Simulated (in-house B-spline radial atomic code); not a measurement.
A run on neutral samarium (an excited or competing configuration) that did not converge. Method: scalar-relativistic (X2C) wB97X, spin-polarised, spherical fractional occupations, exact exchange averaged over the configuration, Fermi nucleus of rms radius 5.0819 fm; computed with an all-electron radial atomic-structure program (B-spline basis).

Command:
```bash
python run_scf.py task.json out
```
Settings (nuclear radius in fm, mass in u):
```
Z                62
configuration    [Kr] 4d10 4f6 5s2 5p5 6s2 7f1
hamiltonian      x2c
method           wb97x
spin_polarised   True
nucleus          fermi
rms_radius       5.0819
atomic_mass      151.91974
speed_of_light   137.035999084
exact_exchange   averaged over the configuration
```

First and last ten iterations of the last attempt (damped for 15 steps, keeping 80 % of the old Fock matrix, then DIIS):
```
 iter        energy (Eh)    residual
    1      -10399.934251    6.22e-01
    2      -10406.412682    9.00e-01
    3      -10416.294996    5.74e-01
    4      -10421.451568    3.45e-01
    5      -10423.987481    2.18e-01
    6      -10425.184906    1.49e-01
    7      -10425.725215    9.86e-02
    8      -10425.960529    6.97e-02
    9      -10426.069833    4.95e-02
   10      -10426.123332    3.81e-02
  111      -10426.186519    3.10e-04
  112      -10426.186551    2.33e-04
  113      -10426.186552    3.19e-04
  114      -10426.186522    3.19e-04
  115      -10426.186552    3.07e-04
  116      -10426.186591    1.09e-04
  117      -10426.186593    1.62e-04
  118      -10426.186576    2.35e-04
  119      -10426.186590    2.13e-04
  120      -10426.186589    1.82e-04
 not converged after 120 iterations
```

The smallest residual met was 1.1e-04; the threshold is about 6e-07. No energy from this run should be used. Time taken, with all properties: 46 s on 1 thread of Arm Neoverse V1 (shared host).
